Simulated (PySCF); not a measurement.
**How methods differ on the ionisation energy of N⁺**

N⁺ [He] 2s2 2p2 (3P) → N²⁺ [He] 2s2 2p1 (2P), as a difference of total energies. Calculation: PySCF 2.14, in aug-cc-pCVTZ-DK (7s6p4d2f, 59 functions); the spin-free X2C one-electron Hamiltonian (Gaussian nucleus). Correlated levels: valence and next inner shell: nothing frozen. The calculations carry no spin-orbit coupling.

```tsv
method	ionisation energy (eV)
UHF	29.185
MP2 (valence and next inner shell)	29.646
SCS-MP2 (valence and next inner shell)	29.495
CCSD (valence and next inner shell)	29.501
CCSD(T) (valence and next inner shell)	29.514
```

How much does correlation contribute at CCSD(T) (valence and next inner shell)?

29.514 − (29.185) = 0.329 eV, measured against UHF.

Errors of the correlated levels include the incompleteness of this basis.

For comparison: 29.601 eV (semi-empirical (NIST evaluation); NIST Atomic Spectra Database, ionization energies).
